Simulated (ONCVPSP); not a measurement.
# Before and after: ONCV potential for Al

- Element: aluminium (Al)
- Generator: ONCVPSP 4.0.1
- Type: optimised norm-conserving Vanderbilt (ONCV)
- Functional: PBE
- Relativity: non-relativistic
- Frozen core: [Ne]
- Valence charge: 3
- Reference configuration: 3s2 (charge +1)
- Partial waves: 3s: rc 1.55 bohr, ncon 3, nbas 8, qcut 4 1/bohr, 3 projectors, debl 0.4 Ha; p scattering state at 0.26 Ha: rc 1.25 bohr, ncon 3, nbas 6, qcut 5.6 1/bohr, 1 projector; d scattering state at 0.05 Ha: rc 1.60 bohr, ncon 4, nbas 7, qcut 7 1/bohr, 2 projectors, debl 2.5 Ha
- Local potential: polynomial inside 1.20 bohr (lpopt 2, dvloc0 0 Ha)
- Core correction: none

In the s channel the program set the typed energies aside and used -0.543, 0.250, 0.650 Ha.

All-electron outer shells of the reference configuration (PBE, non-relativistic, ld1.x):

```csv
shell,level (eV),outermost node (bohr),outermost maximum (bohr)
2p,-78.03,–,0.43
3s,-14.78,0.80,2.01
```

Change: s: ncon 4, nbas 9.

Cutoffs: the cutoffs (Ha) at which the residual kinetic energy of the hardest occupied pseudo-wave falls to 1 and 0.1 mHa per electron; they do not see the model core or the augmentation charge, which bear on the density cutoff. Errors are all-electron minus pseudo energies relative to the spin-unpolarised reference configuration.

Predict the effect on cutoff, ghosts and configuration errors.

The potential gets harder (5.8 Ha and 7.9 Ha → 5.8 Ha and 61 Ha); both files keep a bound ghost (s); the errors of the 4 common tests hardly move.

| quantity | base | changed |
| --- | --- | --- |
| cutoff, loose | 5.8 Ha | 5.8 Ha |
| cutoff, tight | 7.9 Ha | 61 Ha |
| bound ghosts | s | s |
| GHOST(+) flags under 300 eV | none | s at 230.0 eV |
| error for 3s2 3p1, meV [ΔE -5.77 eV] | +73 | +74 |
| error for 3s1, meV [ΔE 19.19 eV] | +26 | +26 |
| error for 3s2 3p0.5, meV [ΔE -3.68 eV] | +42 | +42 |
| error for 3s1 3p2, meV [ΔE -0.66 eV] | +167 | +170 |
| s: phases at 1.57 bohr within 0.05 rad from the reference energy up to (Ha; the scan ends near 5) | to the end of the scan | to the end of the scan |
| p: phases at 1.27 bohr within 0.05 rad from the reference energy up to (Ha; the scan ends near 5) | 0.7 | 0.7 |
| d: phases at 1.62 bohr within 0.05 rad from the reference energy up to (Ha; the scan ends near 5) | to the end of the scan | to the end of the scan |

Base: The cutoffs count occupied waves only; projector 2 of the d channel, the hardest unoccupied one, needs 24 Ha at the loose tolerance. Changed file: The cutoffs count occupied waves only; projector 2 of the d channel, the hardest unoccupied one, needs 24 Ha at the loose tolerance. A true bound ghost makes a file unfit for plane-wave use even where its test errors are small: the radial tests pick states by their node count and pass the ghost by.
